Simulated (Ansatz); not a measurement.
Abridged output of a molecular run in Ansatz:

```
Functional definition: HF
1475 factors; integrals over basis functions are off by at most 8.4e-4 eV
mean field evaluation 1: about -70006.8765 eV, gradient 5.0e1 eV
mean field evaluation 2: about -70007.0730 eV, gradient 5.0e1 eV
mean field evaluation 4: about -70011.5646 eV, gradient 3.9e0 eV
mean field evaluation 8: about -70011.6186 eV, gradient 3.4e-1 eV
mean field -70011.61941990 eV, -2572.8795581012 hartree, gradient 2.8e-6 eV, S^2 0.000000; 0 other end points of the search recorded, 0 dependent functions left out
17 core orbitals not correlated: weight in the atoms' cores, before any rotation towards them, 1.000 or more for the frozen orbitals, at most 0.000 for the correlated occupied ones
reference -70011.61941990 eV, -2572.8795581012 hartree; 20, 20 occupied and 202, 202 virtual orbitals, 1475 factors
second order -28.90866471 eV of doubles, -0.00000000 eV of singles
cycle   1  -28.60538874 eV  change    3.0e-1 eV  update   1.3e-1
cycle   2  -29.35486602 eV  change   -7.5e-1 eV  update   3.8e-2
cycle   3  -29.52075833 eV  change   -1.7e-1 eV  update   2.0e-2
cycle   4  -29.50351939 eV  change    1.7e-2 eV  update   5.3e-3
cycle   5  -29.49960704 eV  change    3.9e-3 eV  update   2.7e-3
cycle   6  -29.50125936 eV  change   -1.7e-3 eV  update   8.7e-4
cycle   7  -29.50091781 eV  change    3.4e-4 eV  update   3.4e-4
cycle   8  -29.50082593 eV  change    9.2e-5 eV  update   9.5e-5
cycle   9  -29.50086733 eV  change   -4.1e-5 eV  update   4.0e-5
perturbative correction -1.16984118 eV, -0.0429908704 hartree
Total energy: -70042.29012841 eV, -2574.0066858495 hartree
```

Its atoms:

Z-matrix (Å, degrees):
```
C
O 1 1.411
H 1 1.095 2 112.1
H 1 1.095 2 112.3 3 -121.9
H 1 1.093 2 107.9 3 119.0
Ga 2 1.768 1 123.4 3 62.7
Cl 6 2.121 2 121.1 1 0.2
O 6 1.766 2 119.5 1 -179.9
H 8 0.961 6 112.3 2 -0.0
```

(1) Which basis set was used?
A. cc-pV(Q+d)Z
B. def2-SVPD
C. def2-QZVPP
D. def2-TZVPP

(2) Write the keys of the input that set method, charge and spin (a neutral closed shell needs none for the last two).

Results:

(1) D. It gives 239 functions.

(2) 
```yaml
correlation: {method: ccsd_t}
```
